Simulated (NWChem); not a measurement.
System: CH$_{5}$ClFNSi; SMILES NC[Si@@H](Cl)F

NWChem printed, in part:

```
             Northwest Computational Chemistry Package (NWChem) 7.3.0
             --------------------------------------------------------

                             Geometry "geometry" -> ""
                             -------------------------

 Output coordinates in angstroms (scale by  1.889725989 to convert to a.u.)

  No.       Tag          Charge          X              Y              Z
 ---- ---------------- ---------- -------------- -------------- --------------
    1 N                    7.0000    -0.39876500     2.62915700    -0.03980700
    2 C                    6.0000    -0.91750100     1.26474300    -0.26920200
    3 Si                  14.0000     0.23763500    -0.07896200     0.36333700
    4 F                    9.0000     1.65596100     0.07896000    -0.39301600
    5 Cl                  17.0000    -0.48879900    -1.98338300    -0.02059900
    6 H                    1.0000    -0.26038700     2.80165300     0.95461000
    7 H                    1.0000     0.50811800     2.74516900    -0.48861300
    8 H                    1.0000    -1.09627200     1.13491100    -1.34367600
    9 H                    1.0000    -1.90178600     1.17788400     0.20777500
   10 H                    1.0000     0.49979400     0.03259100     1.81778700

 Effective nuclear repulsion energy (a.u.)     295.9730477894

                              NWChem Property Module
                              ----------------------

  itol2e modified to match energy
  convergence criterion.

                                 NWChem DFT Module
                                 -----------------

 Summary of "ao basis" -> "ao basis" (spherical)
 ------------------------------------------------------------------------------
       Tag                 Description            Shells   Functions and Types
 ---------------- ------------------------------  ------  ---------------------
 N                          pcsseg-1                 7       17   3s3p1d
 C                          pcsseg-1                 7       17   3s3p1d
 Si                         pcsseg-1                10       24   4s5p1d
 F                          pcsseg-1                 7       17   3s3p1d
 Cl                         pcsseg-1                10       24   4s5p1d
 H                          pcsseg-1                 3        5   2s1p

  itol2e modified to match energy
  convergence criterion.

            General Information
            -------------------
          SCF calculation type: DFT
          Wavefunction type:  closed shell.
          No. of atoms     :    10
          No. of electrons :    58
           Alpha electrons :    29
            Beta electrons :    29
          Charge           :     0
          Spin multiplicity:     1
          Use of symmetry is: off; symmetry adaption is: off
          Maximum number of iterations: 150
          AO basis - number of functions:   124
                     number of shells:    56
          Convergence on energy requested:  1.00D-07
          Convergence on density requested:  1.00D-05
          Convergence on gradient requested:  5.00D-04

              XC Information
              --------------
                         PBE0 Method XC Functional
                     Hartree-Fock (Exact) Exchange  0.250
          PerdewBurkeErnzerhof Exchange Functional  0.750
            Perdew 1991 LDA Correlation Functional  1.000 local
           PerdewBurkeErnz. Correlation Functional  1.000 non-local

[...]

          -----------------------------------------
          Chemical Shielding Tensors (GIAO, in ppm)
          -----------------------------------------

                                NWChem CPHF Module
                                ------------------

  scftype          =     RHF
  nclosed          =       29
  nopen            =        0
  variables        =     2755
  # of vectors     =        3
  tolerance        = 0.10D-03
  level shift      = 0.00D+00
  max iterations   =       50
  max subspace     =       30

 SCF residual:    1.4242749605011099E-004

Iterative solution of linear equations
  No. of variables     2755
  No. of equations        3
  Maximum subspace       30
        Iterations       50
       Convergence  1.0D-04

   iter   nsub   residual    time
   ----  ------  --------  ---------
     1      3    3.19D-01      56.0
     2      6    1.76D-02      64.4
     3      9    1.37D-03      72.9
     4     12    7.04D-05      81.3

      Atom:    1  N
        Diamagnetic
    310.3711      9.4076     -2.1928
      9.4076    319.6904      5.2992
     -2.1928      5.2992    312.3732

        Paramagnetic
    -74.9359      6.9644    -28.9545
      6.9644    -72.6657      6.0492
    -28.9545      6.0492    -37.6730

        Total Shielding Tensor
    235.4352     16.3719    -31.1474
     16.3719    247.0247     11.3484
    -31.1474     11.3484    274.7002

           isotropic =     252.3867
          anisotropy =      59.4046

          Principal Components and Axis System
                 1           2           3
              291.9897    257.0327    208.1376

      1        -0.4704      0.4228      0.7745
      2         0.0511      0.8893     -0.4545
      3         0.8810      0.1742      0.4399

      Atom:    2  C
        Diamagnetic
    248.0310      0.5195      1.9121
      0.5195    264.1612     -0.0626
      1.9121     -0.0626    243.3379

        Paramagnetic
   -106.1548      5.1398      3.9432
      5.1398    -87.2350     -1.1205
      3.9432     -1.1205   -114.1608

        Total Shielding Tensor
    141.8762      5.6593      5.8553
      5.6593    176.9261     -1.1831
      5.8553     -1.1831    129.1771

           isotropic =     149.3265
          anisotropy =      42.7382

          Principal Components and Axis System
                 1           2           3
              177.8187    143.4758    126.6850

      1         0.1547      0.9121     -0.3797
      2         0.9880     -0.1407      0.0645
      3        -0.0054      0.3851      0.9228

      Atom:    3  Si
        Diamagnetic
    879.0907      1.8527     -1.7639
      1.8527    884.1136      0.2562
     -1.7639      0.2562    872.8303

        Paramagnetic
   -522.9429    -31.7224    -12.0445
    -31.7224   -557.5752     -8.5828
    -12.0445     -8.5828   -528.2588

        Total Shielding Tensor
    356.1478    -29.8697    -13.8084
    -29.8697    326.5384     -8.3267
    -13.8084     -8.3267    344.5715

           isotropic =     342.4193
          anisotropy =      51.1846

          Principal Components and Axis System
                 1           2           3
              376.5423    347.7535    302.9620

      1         0.8497      0.0377      0.5259
      2        -0.4667     -0.4106      0.7833
      3        -0.2454      0.9110      0.3313

      Atom:    4  F
        Diamagnetic
    485.6451      2.7390    -11.8394
      2.7390    465.4343     -1.3768
    -11.8394     -1.3768    466.1649

        Paramagnetic
   -138.0390     22.4225    -18.1630
     22.4225   -107.4182     13.5564
    -18.1630     13.5564   -122.4464

        Total Shielding Tensor
    347.6061     25.1615    -30.0024
     25.1615    358.0161     12.1795
    -30.0024     12.1795    343.7185

           isotropic =     349.7802
          anisotropy =      49.3275

          Principal Components and Axis System
                 1           2           3
              382.6652    363.7543    302.9211

      1         0.7336     -0.1703      0.6579
      2         0.5555      0.7080     -0.4362
      3        -0.3914      0.6854      0.6140

      Atom:    5  Cl
        Diamagnetic
   1146.5479      2.6201      0.2472
      2.6201   1153.8378      0.9830
      0.2472      0.9830   1145.1598

        Paramagnetic
   -269.0433     65.8631    -57.4117
     65.8631   -189.3242     64.5158
    -57.4117     64.5158   -338.4437

        Total Shielding Tensor
    877.5046     68.4832    -57.1645
     68.4832    964.5136     65.4988
    -57.1645     65.4988    806.7161

           isotropic =     882.9114
          anisotropy =     187.1500

          Principal Components and Axis System
                 1           2           3
             1007.6781    903.1098    737.9465

      1         0.3943      0.7688      0.5034
      2         0.9009     -0.2152     -0.3769
      3         0.1815     -0.6022      0.7775

      Atom:    6  H
        Diamagnetic
     23.1024      1.4172      1.8583
      1.4172     29.8571      6.2173
      1.8583      6.2173     38.8372

        Paramagnetic
      2.0222      0.5354     -1.2206
      0.5354      0.4024     -1.1569
     -1.2206     -1.1569     -0.2286

        Total Shielding Tensor
     25.1246      1.9526      0.6377
      1.9526     30.2595      5.0605
      0.6377      5.0605     38.6085

           isotropic =      31.3309
          anisotropy =      14.6832

          Principal Components and Axis System
                 1           2           3
               41.1196     28.5047     24.3682

      1         0.0887      0.3886      0.9171
      2         0.4338      0.8138     -0.3867
      3         0.8967     -0.4321      0.0964

      Atom:    7  H
        Diamagnetic
     35.9656      4.7061     -6.9606
      4.7061     29.8752     -1.7285
     -6.9606     -1.7285     25.7195

        Paramagnetic
     -0.8574     -0.5428      0.5075
     -0.5428      0.1718      0.9416
      0.5075      0.9416      2.3393

[...]
```

Level: PBE0/pcSseg-1, GIAO. Coordinates come from a B3LYP/6-31G* (spherical d) optimisation. NWChem prints the field gradient with the sign opposite to the second derivative of the potential. The printed shielding anisotropy is the first printed principal value minus the mean of the other two.

Task: Reconstruct the input file.

Result: Several could match; the one computed here: the input that was run:
```
start job
memory heap 200 mb stack 900 mb global 1100 mb
geometry units angstroms noautosym nocenter noautoz
  N     -0.398765     2.629157    -0.039807
  C     -0.917501     1.264743    -0.269202
  Si     0.237635    -0.078962     0.363337
  F      1.655961     0.078960    -0.393016
  Cl    -0.488799    -1.983383    -0.020599
  H     -0.260387     2.801653     0.954610
  H      0.508118     2.745169    -0.488613
  H     -1.096272     1.134911    -1.343676
  H     -1.901786     1.177884     0.207775
  H      0.499794     0.032591     1.817787
end
basis spherical
  * library pcsseg-1
end
dft
  xc pbe0
  iterations 150
end
property
  shielding
  efieldgrad
end
task dft property
```
